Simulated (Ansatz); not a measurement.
Consider the cleavage of the Si–Si bond: `F[SiH]([SiH3])O[SiH3]` + HCl → `F[SiH](Cl)O[SiH3]` + SiH₄.

Computed with Ansatz on PBE0-D4/def2-TZVP structures; ΔE is electronic, products minus reactants. CBS: MP2 limit from def2 TZ/QZ plus the TZ coupled-cluster correction, frozen cores. This one scheme is used for every species. Functionals use def2-TZVPP. B3LYP here is the variant with VWN-RPA as its local correlation; programs differ in this. HSE06 is defined as in plane-wave codes. One conformer a species, not always the lowest.

```
             level  ΔE (kcal/mol)  difference from CCSD(T)/CBS
       LDA (SPW92)          -26.2                          3.3
            PBE-D4          -25.6                          3.9
         revPBE-D4          -25.9                          3.6
           BLYP-D4          -27.7                          1.8
         r2SCAN-D4          -29.4                          0.1
           PBE0-D4          -27.1                          2.4
          B3LYP-D4          -28.8                          0.7
        r2SCAN0-D4          -30.0                         -0.5
          HSE06-D4          -27.2                          2.3
          BHLYP-D4          -30.7                         -1.2
      CAM-B3LYP-D4          -29.7                         -0.2
           ωB97X-V          -29.2                          0.3
           ωB97M-V          -30.8                         -1.3
            B2PLYP          -30.4                         -0.9
          PBE-QIDH          -29.9                         -0.4
               PBE          -26.0                          3.5
            revPBE          -25.9                          3.6
              BLYP          -28.3                          1.2
            r2SCAN          -29.6                         -0.1
              PBE0          -27.6                          1.9
           r2SCANh          -29.9                         -0.4
           r2SCAN0          -30.3                         -0.8
             HSE06          -27.6                          1.9
             BHLYP          -31.4                         -1.9
         CAM-B3LYP          -30.2                         -0.7
           LC-ωPBE          -28.4                          1.1
       HF/def2-SVP          -33.0                         -3.5
      MP2/def2-SVP          -31.2                         -1.7
     CCSD/def2-SVP          -29.6                         -0.1
  CCSD(T)/def2-SVP          -29.2                          0.3
     HF/def2-TZVPP          -33.8                         -4.3
    MP2/def2-TZVPP          -31.7                         -2.2
SCS-MP2/def2-TZVPP          -31.5                         -2.0
   CCSD/def2-TZVPP          -29.6                         -0.1
CCSD(T)/def2-TZVPP          -29.3                          0.2
     HF/def2-QZVPP          -33.9                         -4.4
    MP2/def2-QZVPP          -31.9                         -2.4
SCS-MP2/def2-QZVPP          -31.7                         -2.2
      HF/CBS(def2)          -33.9                         -4.4
     MP2/CBS(def2)          -31.9                         -2.4
       CCSD(T)/CBS          -29.5                            0
```

Problem. What do rigid-rotor, harmonic-oscillator terms from PBE0-D4/def2-TZVP frequencies (298.15 K, 1 bar) make of the CCSD(T)/CBS value? (An estimate is asked.)

Solution. Ansatz gave: ΔZPE = +0.9 kcal/mol, ΔH = -29.2 kcal/mol, ΔS = -9 J/(mol·K), ΔG = -28.6 kcal/mol. Modes under 50 cm⁻¹ make the entropy rough.

Largest T1 diagnostic among the species: 0.013.

In def2-TZVPP, CCSD(T) changes the Hartree–Fock value by +4.5 kcal/mol (the triples alone add +0.4 kcal/mol) and MP2 by +2.1 kcal/mol. From BLYP to BHLYP (50 % exact exchange), in def2-TZVPP and without D4, ΔE moves by −3.2 kcal/mol. Leaving LDA and LC-ωPBE aside and taking each functional with its dispersion term where it has one, the values spread over 5.3 kcal/mol, from ωB97M-V to PBE-D4.
